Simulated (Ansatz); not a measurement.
`[CH3][W](=[O])([F])=[S]`, charge 0, multiplicity 1.

Give a relaxed structure at PBE0-D4/def2-TZVP (Ansatz). (An estimate is asked.)

Computed: 
Z-matrix (Å, degrees):
```
C
W 1 2.093
H 1 1.093 2 109.8
H 1 1.091 2 111.7 3 -120.9
H 1 1.096 2 107.8 3 119.8
O 2 1.691 1 103.7 3 176.4
F 2 1.855 1 110.2 3 -61.4
S 2 2.125 1 104.6 3 61.8
```
